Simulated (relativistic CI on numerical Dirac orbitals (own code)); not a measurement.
Sensitivity of the levels of Ru¹⁸⁺ to α and to the nuclear radius

Computed by Dirac-Coulomb-Breit CI, orbitals from a KLI potential per configuration, derivatives by finite differences, unscaled Slater integrals, QED left out (own radial code, finite nucleus).

CI space (outside the closed core [Ne]): 3s²3p⁶3d⁸, 3s²3p⁵3d⁹, 3s²3p⁴3d¹⁰, 3s3p⁶3d⁹, 3p⁶3d¹⁰, 3s²3p⁶3d⁷4s, 3s3p⁵3d¹⁰, 3s²3p⁶3d⁷4p. Levels of other configurations are missing.

With x = (α/α₀)² − 1 an excitation energy changes as ω = ω₀ + qx; K = 2q/ω₀ is the relative enhancement. Terms are leading LS components, so labels can repeat. The field-shift factor is F = δν/δ⟨r²⟩ for the transition from the lowest level.

Lowest level 3s²3p⁶3d⁸ ³F4.

| Level | ω₀ (cm⁻¹) | q (cm⁻¹) | F (GHz/fm²) |
| --- | --- | --- | --- |
| 3s²3p⁶3d⁸ ³F2 | 31346 | 8274 | 0.0605 |
| 3s²3p⁶3d⁸ ³F3 | 31712 | 33080 | 0.218 |
| 3s²3p⁶3d⁸ ³P2 | 61993 | 33700 | 0.263 |
| 3s²3p⁶3d⁸ ³P0 | 79828 | 18680 | 0.215 |
| 3s²3p⁶3d⁸ ³P1 | 84420 | 34140 | 0.3 |
| 3s²3p⁶3d⁸ ¹D2 | 94948 | 57910 | 0.404 |
| 3s²3p⁶3d⁸ ¹G4 | 98028 | 28870 | 0.304 |
| 3s²3p⁶3d⁸ ¹S0 | 199989 | 49960 | 0.545 |
| 3s²3p⁵3d⁹ ³F°4 | 1385075 | 48140 | 2.65 |
| 3s²3p⁵3d⁹ ¹D°2 | 1414061 | 59020 | 2.65 |
| 3s²3p⁵3d⁹ ³F°3 | 1449245 | 84480 | 2.62 |
| 3s²3p⁵3d⁹ ³D°2 | 1491141 | 83130 | 2.76 |
| 3s²3p⁵3d⁹ ³P°1 | 1499591 | 74390 | 2.66 |
| 3s²3p⁵3d⁹ ³P°0 | 1506040 | 86060 | 2.8 |
| 3s²3p⁵3d⁹ ³D°3 | 1524124 | 94080 | 2.19 |
| 3s²3p⁵3d⁹ ³D°1 | 1545308 | 76860 | 2.32 |
| 3s²3p⁵3d⁹ ³F°2 | 1620492 | 281200 | -0.274 |
| 3s²3p⁵3d⁹ ³P°2 | 1655419 | 250100 | -0.575 |
| 3s²3p⁵3d⁹ ¹F°3 | 1736137 | 208500 | 0.522 |
| 3s²3p⁵3d⁹ ¹P°1 | 1756411 | 276600 | -0.768 |
| 3s3p⁶3d⁹ ³D3 | 2452486 | 294700 | -219 |
| 3s²3p⁶3d⁷4s ⁵F5 | 2459509 | -111800 | 71.1 |
| 3s3p⁶3d⁹ ³D2 | 2467848 | 302100 | -216 |

At this charge energies of transitions that change n are usually good to better than 1 %, and those within a shell (Δn = 0) to a few per cent. Terms inside the open d or f shell come out 10 to 20 % too wide with unscaled integrals.

Which transition from the lowest level has the largest |K|?

3s²3p⁶3d⁸ ³F3 at 31712 cm⁻¹, K = 2.09.
